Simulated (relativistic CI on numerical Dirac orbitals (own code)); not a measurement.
## How well does a small relativistic CI reproduce Te VII?

Computed by Dirac-Coulomb-Breit CI, orbitals from a KLI potential per configuration, a model potential for QED, valence Slater integrals scaled by 0.9, configuration energies shifted to the measured levels that pair with them (semi-empirical) (own radial code, finite nucleus).

Configuration list (outside the closed core [Ar] 3d10): 4s2.4p6.4d10, 4s2.4p6.4d9.5s, 4s2.4p6.4d9.5p, 4s2.4p6.4d9.4f, 4s2.4p6.4d8.4f2, 4s2.4p6.4d9.5d, 4s2.4p6.4d9.6s, 4s2.4p6.4d8.5s2, 4s2.4p6.4d9.6p, 4s2.4p6.4d9.5f, 4s2.4p6.4d9.6d, 4s2.4p5.4d10.4f, 4s2.4p6.4d8.5s.5p, 4s2.4p6.4d9.5g, 4s2.4p6.4d9.6f, 4s2.4p6.4d8.5p2, 4s2.4p6.4d8.4f.5s, 4s2.4p5.4d10.5s, 4s.4p6.4d10.4f, 4s2.4p6.4d8.4f.5p, 4s2.4p5.4d10.5p, 4s2.4p4.4d10.4f2. Levels of other configurations are missing.

```csv
Configuration,Term (tabulated),J,Measured (cm⁻¹),Computed,Error,Purity (%)
4s2.4p6.4d10,1S,0,0.0,0,0,98
4s2.4p6.4d9.5s,3D,3,309000.0,308688,-312,99
4s2.4p6.4d9.5s,3D,2,312090.0,311669,-421,65
4s2.4p6.4d9.5s,3D,1,320370.0,320682,312,99
4s2.4p6.4d9.5s,1D,2,323620.0,323951,331,65
4s2.4p6.4d9.5p,3P°,2,409310.0,408600,-710,83
4s2.4p6.4d9.5p,3F°,3,412640.0,412251,-389,56
4s2.4p6.4d9.5p,3P°,1,422870.0,421525,-1345,86
4s2.4p6.4d9.5p,3F°,4,422940.0,422990,50,99
4s2.4p6.4d9.5p,3D°,3,429910.0,430553,643,70
4s2.4p6.4d9.5p,3P°,0,430050.0,430000,-50,100
4s2.4p6.4d9.5p,1P°,1,430410.0,431493,1083,84
4s2.4p6.4d9.5p,3D°,1,438960.0,439798,838,71
```

Measured levels from Moore, Atomic Energy Levels, vol. III, NSRDS-NBS 35 (1971 reprint of NBS Circular 467, 1958); pairs were made by configuration, J and term (by order where the table uses no LS term), so strongly mixed levels may be paired wrongly. The analysis dates from before 1960.

Mean error by configuration (cm⁻¹): 4s2.4p6.4d9.5s -23; 4s2.4p6.4d9.5p 15. Over the excited levels the mean absolute error is 540 cm⁻¹ (12 of the 14 excited levels that our extract of the source holds in range could be paired, and the others can miss by more), and the median relative error of those above 1,000 cm⁻¹ is 0.12 %, both after the shifts were fitted to these levels, so that a configuration with one level shows no error.

Configurations whose levels could be paired with our table of measured levels were shifted onto them, all but the ground configuration, by the median error of their levels; single terms can still be off by 1,000 to 2,000 cm⁻¹ or more, and rates follow the energies as ν³ (E1, M1) or ν⁵ (E2). The others borrow a shift and can be off by several thousand cm⁻¹ or more. Levels and lines within the n = 5 or 6 shells can be off by up to 10 % or somewhat more, and those that change n by about 2 %, since core polarisation is missing. 12 of the 14 excited levels that our extract of the measured tables holds in this range could be paired (the sources list more); they are missed by 540 cm⁻¹ on average and 1345 at most, after the shifts were fitted to these levels, and levels without a partner can miss by more.

Shifts applied (cm⁻¹): 4s2.4p6.4d10 0; 4s2.4p6.4d9.5s -26372; 4s2.4p6.4d9.5p -28678.
